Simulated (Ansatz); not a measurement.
PbS₂⁺. Charge 1, multiplicity 2. Geometry r2SCAN-D4/def2-TZVP; atoms count from 1.

```
atom    x (Å)    y (Å)    z (Å)
 Pb1  -0.3002   0.5425  -1.4774
  S2  -0.8355  -0.3215   0.9205
  S3   1.1357  -0.2210   0.5569
```

In the def2 sets Pb takes a core potential; there is no spin–orbit coupling. The structure comes from a short search, and lower isomers may exist.

Q: Estimate the Mulliken populations from the PBE0/def2-TZVP orbitals of Ansatz.

A: 
```json
{"atom": "Pb1", "charge (e)": "0.95", "spin (α − β)": "-0.08"}
{"atom": "S2", "charge (e)": "0.03", "spin (α − β)": "0.54"}
{"atom": "S3", "charge (e)": "0.03", "spin (α − β)": "0.54"}
```
Mulliken values depend strongly on the basis.

Q: Where does the spin sit?

A: Summed by element: Pb -0.08, S 1.08, of 1 unpaired in all. Largest on single atoms: S3 0.54, S2 0.54, Pb1 -0.08.

Q: And the Mayer bond orders between heavy atoms (over 0.3)?

A: Pb1–S2 0.84 (2.60 Å); Pb1–S3 0.84 (2.60 Å); S2–S3 1.53 (2.01 Å).
